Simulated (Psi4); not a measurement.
Reaction (SMILES): N#P (N-P) + H+ → [NH+]#P
B3LYP-D3(BJ)/def2-TZVP geometries, fixed; electronic energies without zero-point terms; positive where energy is released.

Effect of the grid (radial, spherical points) at PBE/cc-pV(T+d)Z with Psi4, against the last row, where the proton affinity is 196.00 kcal/mol. The proton sits at the site shown, which need not be the one that binds it best.

```csv
setting,"grid points, largest species",largest shift of a total energy (mEh),shift of the proton affinity (kcal/mol)
"grid: 35, 110",11255,0.766,0.008
"grid: 50, 194",28090,0.020,-0.002
"grid: 75, 302",64679,0.000,0.000
"grid: 99, 590",166320,0.000,0.000
"grid: 150, 974",414409,0.000,0.000
```

Within 0.02 kcal/mol in the proton affinity: grid: 35, 110; grid: 50, 194; grid: 75, 302; grid: 99, 590. The largest shift is 0.766 mEh in a total energy and 0.008 kcal/mol in the difference.
